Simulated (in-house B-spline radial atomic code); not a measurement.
Sr²⁺. Computed with a B-spline radial atomic code. Model: all-electron spherical atom, spin shells full or empty, radial basis limit, no spin-orbit coupling, Breit or QED, empty-state partial waves extrapolated as (l+1/2)^-4, RPA, G0W0 and static COHSEX of the highest shell as one setting changes (uncorrelated shells keep exact exchange).

Given: element Sr; charge 2; filled core Ar; hamiltonian one-electron scalar X2C; mean-field start Hartree-Fock; highest l of empty states 9; nuclear rms radius 4.224 fm; highest mean-field shell 4p.

Shell: 3d 5 5, 4s 1 1, 4p 3 3 (electrons up and down).

| lowest nl shells left uncorrelated | RPA correlation energy (hartree) | G0W0 level (eV) | G0W0 minus most complete (meV) | COHSEX level (eV) | linearised minus solved G0W0 (meV) |
| --- | --- | --- | --- | --- | --- |
| 0 | -2.4643 | -43.691 | 0 | -45.79 | -0.1 |
| 1 | -2.308 | -43.69 | 1.3 | -45.789 | -0.1 |
| 2 | ? | ? | ? | ? | ? |
| 3 | -1.6305 | -43.68 | 11.9 | -45.768 | -0.1 |
| 4 | -1.4641 | -43.685 | 6.1 | -45.771 | -0.1 |
| 5 | -0.99 | -43.733 | -41.3 | -45.845 | -0.2 |
| 6 | ? | ? | ? | ? | ? |
| 7 | -0.20972 | -43.856 | -164.2 | -45.7 | -0.1 |

(1) What follows for lowest nl shells left uncorrelated = 6?

(2) What follows for lowest nl shells left uncorrelated = 2?

## Answers

(1) RPA correlation energy -0.31058 hartree; G0W0 level -43.47 eV; G0W0 minus most complete 221.2 meV; COHSEX level -45.382 eV; linearised minus solved G0W0 -0.1 meV.

(2) RPA correlation energy -2.1301 hartree; G0W0 level -43.689 eV; G0W0 minus most complete 2.2 meV; COHSEX level -45.79 eV; linearised minus solved G0W0 -0.1 meV.
